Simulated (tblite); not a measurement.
Compound: C5H8F2GeS.
SMILES with atom numbers: `[F:1][CH:2]([F:3])[Ge@@H:4]1[CH2:5][CH:6]=[CH:7][S:8][CH2:9]1` (hydrogens: H10 on C2; H11 on Ge4; H12, H13 on C5; H14 on C6; H15 on C7; H16, H17 on C9)

Computed with GFN2-xTB (tblite), gas phase: L-BFGS steps from a force-field or distance-geometry start until the largest atomic force falls under 0.01 eV/Å.

Step 12: E = -799.1393 eV
```
atom  x, y, z in Å  |  force x, y, z in eV/Å
F1      2.5958    0.1264   -1.5055    0.088   0.014   0.050
C2      2.5897   -0.2162   -0.1899    0.053   0.012   0.026
F3      3.3613    0.6862    0.4648   -0.013   0.039  -0.058
Ge4     0.6735   -0.1248    0.4410   -0.009   0.037  -0.070
C5     -0.5739   -1.0810   -0.7724   -0.035   0.009   0.024
C6     -1.8631   -1.0588   -0.0203   -0.050   0.037  -0.011
C7     -2.4252    0.0569    0.4363   -0.044   0.038  -0.002
S8     -1.8845    1.7167    0.2198    0.105  -0.050  -0.023
C9     -0.0331    1.7131    0.2760   -0.153   0.009  -0.010
H10     3.0785   -1.1928   -0.0910    0.002   0.011  -0.060
H11     0.5813   -0.6349    1.8625    0.043   0.012  -0.006
H12    -0.6592   -0.4848   -1.6867    0.038   0.002   0.036
H13    -0.2789   -2.0872   -1.0601   -0.044  -0.017   0.096
H14    -2.3212   -2.0097    0.2148   -0.034   0.048  -0.010
H15    -3.3649    0.0544    0.9662   -0.033  -0.077  -0.044
H16     0.2133    2.3849    1.0969    0.093  -0.095  -0.038
H17     0.3036    2.1637   -0.6625   -0.006  -0.029   0.099
```

Step 13: E = -799.1427 eV
```
atom  x, y, z in Å  |  force x, y, z in eV/Å
F1      2.6006    0.1278   -1.5039    0.053   0.011   0.032
C2      2.5894   -0.2161   -0.1884    0.178   0.023  -0.028
F3      3.3653    0.6863    0.4624   -0.047   0.045  -0.025
Ge4     0.6760   -0.1269    0.4383   -0.035   0.070  -0.037
C5     -0.5737   -1.0803   -0.7698   -0.079  -0.006  -0.016
C6     -1.8658   -1.0553   -0.0228   -0.022   0.015   0.007
C7     -2.4281    0.0595    0.4339   -0.063   0.020   0.019
S8     -1.8843    1.7158    0.2186    0.070  -0.004  -0.008
C9     -0.0349    1.7095    0.2775   -0.116   0.029  -0.023
H10     3.0854   -1.1898   -0.0931   -0.035  -0.005  -0.042
H11     0.5857   -0.6313    1.8593    0.043  -0.007   0.023
H12    -0.6557   -0.4859   -1.6860    0.038  -0.007   0.039
H13    -0.2863   -2.0889   -1.0538   -0.015  -0.037   0.076
H14    -2.3253   -2.0044    0.2152   -0.030   0.026  -0.020
H15    -3.3676    0.0501    0.9644   -0.031  -0.044  -0.051
H16     0.2144    2.3796    1.1000    0.081  -0.102  -0.061
H17     0.2981    2.1622   -0.6618    0.011  -0.027   0.117
```

**Question.** Estimate the geometry and energy of step 14. (The exact step hangs on the optimiser's Hessian estimate; all steps are aligned on step 13, rigid shifts and turns removed.)

**Answer.** E = -799.1460 eV, largest force 0.227 eV/Å
```
atom  x, y, z in Å  |  force x, y, z in eV/Å
F1      2.6063    0.1296   -1.5020    0.028   0.014  -0.013
C2      2.5920   -0.2156   -0.1873    0.214   0.032  -0.069
F3      3.3688    0.6876    0.4597   -0.050   0.058   0.020
Ge4     0.6781   -0.1278    0.4348   -0.037   0.065   0.006
C5     -0.5749   -1.0800   -0.7674   -0.091  -0.024  -0.037
C6     -1.8691   -1.0513   -0.0250   -0.001  -0.007   0.023
C7     -2.4318    0.0624    0.4317   -0.061  -0.001   0.029
S8     -1.8831    1.7151    0.2175   -0.017   0.048   0.006
C9     -0.0391    1.7061    0.2788   -0.037   0.020  -0.022
H10     3.0922   -1.1873   -0.0960   -0.049  -0.028  -0.017
H11     0.5910   -0.6279    1.8568    0.041  -0.016   0.035
H12    -0.6515   -0.4871   -1.6849    0.028  -0.013   0.026
H13    -0.2941   -2.0913   -1.0463    0.007  -0.047   0.054
H14    -2.3301   -1.9985    0.2151   -0.031  -0.001  -0.028
H15    -3.3712    0.0452    0.9617   -0.039  -0.002  -0.050
H16     0.2167    2.3725    1.1022    0.063  -0.090  -0.055
H17     0.2928    2.1604   -0.6592    0.031  -0.009   0.092
```

The energy changes by -0.0033 eV. The first-order estimate −F·Δx gives -0.0045 eV and the mean of the old and new forces, exact on a quadratic surface, -0.0032 eV. The step makes an angle of 62° with the force vector and moves no atom by more than 0.011 Å.

The cost below is that of the whole relaxation. On Arm Neoverse N1, one thread, no GPU, on a shared host, this took 1.5 s of wall time.
